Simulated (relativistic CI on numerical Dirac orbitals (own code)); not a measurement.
Computed by Dirac-Coulomb-Breit CI, separate exchange-only KLI orbitals for each configuration, model QED, unscaled Slater integrals (own radial code, finite nucleus).

CI space (outside the closed core [Ne]): 3s²3p², 3s3p³, 3s²3p3d, 3p⁴, 3s3p²3d, 3p³3d, 3s3p3d², 3s²3d4p, 3s²3p4s, 3p³4s, 3p³4p, 3s3p3d4s, 3s²3p4p, 3s²3p4d, 3s3p²4s, 3s²3p4f, 3p²3d4p, 3s3p²4p, 3s3p²4d, 3s3p²4f, 3s²3p5s, 3s²3p5p, 3s²4s4p, 3s²3p5d, 3s²3p5f, 3s²3p5g, 3s3p4s², 3s3p²5s, 3s²3d², 3s3d³, 3p²3d², 3p3d³, 3p3d²4s, 3p3d²4p, 3p3d²4d, 3s²3d4s, 3s3d²4s, 3s3p3d4p, 3s3d²4p, 3s3d4s4p, 3s3d4p², 3s3d4p4d, 3p²3d4s, 3p3d4s², 3p3d4s4p, 3p3d4s4d, 3s²4s², 3s3d4s², 3s²4p², 3s3p4s4p, 3s4s²4p, 3s4s4p², 3s4s4p4d. Double excitations out of closed p, d and f shells are left out; levels of such configurations are missing from the list, as are those of other unlisted configurations, and high levels can miss mixing partners. These lack a partner that the ground configuration has and come out too high: 3s3p²4d, 3s3p²4f, 3s3p²5s, 3s²3p4f, 3s²3p5s.

At this charge energies of transitions that change n are usually good to better than 1 %, and those within a shell (Δn = 0) to a few per cent.

Outline of the computed level scheme of Ge XIX. Lowest level of each configuration: 3s²3p² ³P0 at 0.000 eV; 3s3p³ ⁵S°2 at 42.770 eV; 3s²3p3d ³F°2 at 78.287 eV; 3p⁴ ³P2 at 111.580 eV; 3s3p²3d ⁵F1 at 115.557 eV.

Some strong electric-dipole decays among the lowest 45 levels: 3s²3p3d ¹F°3 → 3s²3p² ¹D2 (9.2e+10 s⁻¹); 3s²3p3d ³D°3 → 3s²3p² ³P2 (9.2e+10 s⁻¹); 3s²3p3d ¹P°1 → 3s²3p² ¹S0 (8.7e+10 s⁻¹); 3s²3p3d ³D°1 → 3s²3p² ³P0 (8.5e+10 s⁻¹); 3s²3p3d ³P°0 → 3s²3p² ³P1 (7.8e+10 s⁻¹); 3s3p²3d ⁵P3 → 3s3p³ ⁵S°2 (7.7e+10 s⁻¹); 3s3p³ ³S°1 → 3s²3p² ³P2 (5.9e+10 s⁻¹); 3s²3p3d ³P°1 → 3s²3p² ³P1 (5.5e+10 s⁻¹).

LS names give the leading component of a level, which can be under half, so a name can repeat, a term be missing and a line seem to break the LS rules.
